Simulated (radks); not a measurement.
The numbers below are computed, except where a source is named.
Species: Pr. Configuration: [Xe] 4f3 6s1.75 5d0.25 (fractional occupations, a model configuration). Level of theory: Dirac Kohn-Sham, PBE, spin-unpolarised, spherical densities, finite nucleus; open shells fill j = l - 1/2 first; Fermi nuclear charge, rms radius 4.8919 fm (a radial shooting solver on a logarithmic mesh with Libxc functionals). Some entries of the table are withheld. Estimate them.

orbital,occ.,eigenvalue (hartree),r(max) (bohr)
1s1/2,2,-1535.165,0.01541
2s1/2,2,-246.8508,0.08741
2p1/2,2,-233.3079,(1)
2p3/2,4,-215.5862,(2)
3s1/2,2,-53.24025,0.2493
3p1/2,2,-47.47843,0.2361
3p3/2,4,-43.96737,0.2476
3d3/2,4,(3),0.1986
3d5/2,6,(4),0.2019
4s1/2,2,-10.56851,(5)
4p1/2,2,-8.41218,0.5878
4p3/2,4,-7.65679,0.6125
4d3/2,4,-4.11648,0.6313
4d5/2,6,-3.98397,0.6394
5s1/2,2,-1.41685,1.354
5p1/2,2,-0.84605,(6)
5p3/2,4,-0.74433,(7)
6s1/2,1.75,-0.12233,3.890
5d3/2,0.25,-0.06987,2.261
5d5/2,0,-0.06426,2.316
4f5/2,3,-0.03700,0.6898
4f7/2,0,-0.02464,0.6951

Answer. 
(1) 2p1/2 r(max) (bohr): 0.06651
(2) 2p3/2 r(max) (bohr): 0.07186
(3) 3d3/2 eigenvalue (hartree): -33.91159
(4) 3d5/2 eigenvalue (hartree): -33.15487
(5) 4s1/2 r(max) (bohr): 0.5794
(6) 5p1/2 r(max) (bohr): 1.487
(7) 5p3/2 r(max) (bohr): 1.559
